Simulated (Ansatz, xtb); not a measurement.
**A geometry optimisation of C16H21B with r2SCAN-D4/def2-SVP**

The starting geometry of this gas-phase singlet was built from a drawn formula by distance geometry and a force field; its bonds are those of `C1=CC2=C[C@H](C1)[C@H]1[C@@H]3C[C@H]4C[C@@H](C3)B(C2)[C@@H]1C4`.

```
atom    x (Å)    y (Å)    z (Å)
   C   0.1844  -3.4990  -2.1699
   C  -0.1656  -2.6516  -3.1165
   C   0.2144  -1.2321  -3.0633
   C   1.1307  -0.8874  -2.1049
   C   0.9796  -1.5077  -0.7879
   C   0.9663  -3.0217  -0.9889
   C  -0.3046  -1.0084  -0.0158
   C  -0.1799   0.4105   0.6143
   C  -1.3347   0.6610   1.6457
   C  -2.7003   0.5389   0.8811
   C  -2.7869   1.6342  -0.2088
   C  -1.6124   1.5382  -1.1914
   C  -0.2882   1.5825  -0.4127
   C  -0.8612  -0.1638  -3.3053
   C  -1.6495  -1.0468  -0.7722
   C  -2.8054  -0.8011   0.2101
   B  -1.7398   0.0623  -1.9489
   H  -0.1279  -4.5663  -2.2556
   H  -0.8132  -2.9796  -3.9414
   H   1.5685   0.1312  -2.1718
   H   1.8755  -1.2088  -0.1703
   H   2.0614  -3.3604  -1.1234
   H   0.5992  -3.5534  -0.0919
   H  -0.3743  -1.7304   0.8713
   H   0.8094   0.5073   1.2100
   H  -1.2438   1.6635   2.1641
   H  -1.2939  -0.1252   2.4246
   H  -3.5211   0.6776   1.6383
   H  -2.7083   2.6442   0.3119
   H  -3.7374   1.6080  -0.6952
   H  -1.6467   2.3083  -1.9412
   H   0.6108   1.5787  -1.0932
   H  -0.2309   2.5608   0.1163
   H  -1.5834  -0.5451  -4.0883
   H  -0.4230   0.7790  -3.6297
   H  -1.8056  -2.1100  -1.2299
   H  -2.8124  -1.6416   1.0062
   H  -3.8001  -0.9395  -0.3316
```

Task: Where would you expect an optimisation with r2SCAN-D4/def2-SVP to take it?

Result: A new bond forms, giving a structure given below by its coordinates. Contacts that close: C3–B17 (2.60 → 1.78 Å).

The energy falls by 2.22 eV over 15 steps:

```json
{"step": "1", "E − E(last) (eV)": "2.220"}
{"step": "3", "E − E(last) (eV)": "0.559"}
{"step": "4", "E − E(last) (eV)": "0.462"}
{"step": "6", "E − E(last) (eV)": "0.231"}
{"step": "7", "E − E(last) (eV)": "0.130"}
{"step": "9", "E − E(last) (eV)": "0.039"}
{"step": "10", "E − E(last) (eV)": "0.003"}
{"step": "12", "E − E(last) (eV)": "0.000"}
{"step": "13", "E − E(last) (eV)": "0.000"}
{"step": "15", "E − E(last) (eV)": "0.000"}
```

Final geometry (Å):

```xyz
38

C     0.3080   -3.3855   -2.1772
C    -0.4201   -2.6100   -3.0021
C    -0.2834   -1.1471   -2.9835
C     0.5783   -0.5499   -2.0461
C     0.9254   -1.3336   -0.7878
C     1.1821   -2.8208   -1.0974
C    -0.2952   -1.1036    0.1840
C    -0.2043    0.2803    0.8876
C    -1.4946    0.5792    1.6688
C    -2.6900    0.6237    0.7025
C    -2.4628    1.6291   -0.4449
C    -1.1282    1.3627   -1.1746
C    -0.0192    1.4337   -0.1132
C    -1.3441   -0.2781   -3.4950
C    -1.6097   -1.1878   -0.6533
C    -2.8596   -0.7814    0.1300
B    -1.2098   -0.1501   -1.8308
H     0.2779   -4.4758   -2.2890
H    -1.0873   -3.0474   -3.7511
H     1.0241    0.4229   -2.2549
H     1.8296   -0.9199   -0.3097
H     2.2399   -2.9896   -1.3864
H     1.0446   -3.4118   -0.1732
H    -0.2680   -1.8817    0.9751
H     0.6529    0.2595    1.5868
H    -1.3797    1.5420    2.1984
H    -1.6769   -0.1920    2.4395
H    -3.5997    0.9149    1.2585
H    -2.4511    2.6584   -0.0369
H    -3.3146    1.5762   -1.1471
H    -0.9643    2.1296   -1.9533
H     0.9857    1.4166   -0.5637
H    -0.0805    2.3908    0.4401
H    -2.1532   -0.7891   -4.0280
H    -1.0550    0.6803   -3.9440
H    -1.7499   -2.2229   -0.9992
H    -3.0589   -1.4938    0.9541
H    -3.7387   -0.8215   -0.5388
```

From the same start GFN2-xTB reaches the same bonding as this run.

No frequencies were run, so the end isn't proven a minimum. Run with Ansatz 0.2.0, 65 s on 8 threads of Intel(R) Xeon(R) 6975P-C (Granite Rapids), on a shared host.
